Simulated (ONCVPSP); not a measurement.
Pseudopotential generation for bismuth: ONCV, PBEsol, scalar-relativistic.

ONCVPSP 4.0.1 input, shortened (lines: element, Z, core and valence counts, functional; n l f; lmax; l rc ep ncon nbas qcut; lloc lpopt rc5 dvloc0; l nproj debl; icmod fcfact rcfact), PBEsol, scalar-relativistic:

```
  Bi 83.00   10    5  -116133      upf
    1    0    2.00
    2    0    2.00
    2    1    6.00
    3    0    2.00
    3    1    6.00
    3    2   10.00
    4    0    2.00
    4    1    6.00
    4    2   10.00
    4    3   14.00
    5    0    2.00
    5    1    6.00
    5    2   10.00
    6    0    2.00
    6    1    3.00
    2
    0    1.05    0.00    4    9   11.60
    1    1.65    0.00    5    9   10.60
    2    1.65    0.00    4    9    8.70
    4    5    1.00    3.00
    0    2    1.80
    1    2    2.00
    2    2    2.10
    0    0.00    0.00
```

Task: Is a potential produced?

Result: No. ONCVPSP 4.0.1 stopped with "ERROR pspot: first pseudo wave function has node, program will stop": the optimised pseudo-wave of the first projector has a node, so the radial equation cannot be inverted for a potential. It happened in the s channel.
